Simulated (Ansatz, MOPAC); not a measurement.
Process, species as SMILES: Br (HBr) -> Br atom + H atom (the Br-H bond breaks)

Wanted: bond dissociation energy (enthalpy at 298 K), in kcal/mol. Terms: LANL2DZ with its own core potentials from Na on; 6-31G* and kin with 6d, 5d where marked; no spin-orbit coupling; open shells spin-unrestricted; valence correlation only (noble-gas shells and the d and f shells of earlier blocks); non-relativistic. First-principles rows: single points at B3LYP-D3(BJ) geometries (Ansatz, a quantum-chemistry and plane-wave program), with unscaled harmonic terms from B3LYP/6-31G* (LANL2DZ past Ar) at its own minima. Semi-empirical rows: MOPAC heats of formation at their own minima for 298 K.

Measured values: Active Thermochemical Tables 1.112 (ions: stationary electron), as tabulated in the package chemicals; they hold spin-orbit and core effects, anharmonicity. 

Value to compare with, the measured value: 87.4 kcal/mol.

```tsv
level	program	bond dissociation energy (enthalpy at 298 K) (kcal/mol)	error
MNDO	MOPAC	75.2	-12.2
PBE/def2-SVP	Ansatz	89.9	2.5
B3LYP/6-31G*	Ansatz	86.4	-1.0
B3LYP/def2-SVP	Ansatz	88.6	1.2
B3LYP/6-31G* with LANL2DZ past Ar	Ansatz	75.5	-11.9
PBE0/6-31G*	Ansatz	86.0	-1.4
PBE0/6-31G* with LANL2DZ past Ar	Ansatz	74.7	-12.7
MP2/6-31G* with LANL2DZ past Ar	Ansatz	60.0	-27.4
B3LYP-D3(BJ)/def2-TZVPD	Ansatz + dftd3	89.8	2.4
```

2 of the 8 habitual levels lie above the measured value; their mean absolute error is 8.8 kcal/mol, the median 7.2.

The levels are drawn from those run, B3LYP/6-31G* more often than the rest, none by its result; runs whose electronic state is in doubt are left out.
